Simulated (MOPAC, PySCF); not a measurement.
[Zn(Cl)(NH2)], neutral singlet in the gas phase. 

Cartesian coordinates (Å):
```xyz
5

Zn     0.0144    -0.1009    -0.0015
Cl    -0.9598    -0.4987     1.8322
N      0.6781     0.3349    -1.6505
H      0.9819    -0.4922    -2.1838
H      1.5073     0.9428    -1.5931
```
Charge 0, multiplicity 1.

All levels are single points at this geometry (PBE-D3(BJ)/def2-SVP); Pople sets use spherical d functions. Orbital energies aren't observables, and empty levels follow the basis.

```tsv
level	HOMO (eV)	LUMO (eV)	gap (eV)	dipole (D)	vertical IE, Delta-SCF (eV)
TPSSh-D3(BJ)/def2-TZVP in PySCF	-6.77	-1.39	5.38	2.44	–
B3LYP/6-31G* (LANL2DZ on Zn) in PySCF	-6.96	-1.40	5.56	3.06	9.65
B3LYP/LANL2DZ in PySCF	-6.96	-1.56	5.39	3.28	–
M06-2X/6-31G* (LANL2DZ on Zn) in PySCF	-8.60	-0.42	8.18	3.09	–
SVWN5/6-31G* (LANL2DZ on Zn) in PySCF	-6.00	-2.16	3.84	3.14	9.68
PM7 in MOPAC	-9.34	0.80	10.13	2.98	–
```
